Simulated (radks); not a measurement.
Q: The carbon ion C3+, [He] 2s1. Method: non-relativistic Kohn-Sham, PBE, spin-polarised, spherical densities, point nucleus; computed with a radial shooting solver on a logarithmic mesh with Libxc functionals. Every spin shell is full or empty, so the densities are truly spherical. Functionals are evaluated on that one density, not self-consistently. Rank these exchange functionals by their error against the exact value of the orbitals, and give that value: LDA, B88, PW91, WC, B86b, G96, SCAN, r2SCAN.

A: Exact: -3.94226 hartree. From best to worst, with 100 (|E| - |E exact|)/|E exact| (equal figures are ties): SCAN -0.10, G96 -0.11, r2SCAN -0.15, B88 -0.30, B86b -0.38, PW91 -0.96, WC -3.31, LDA -13.31.
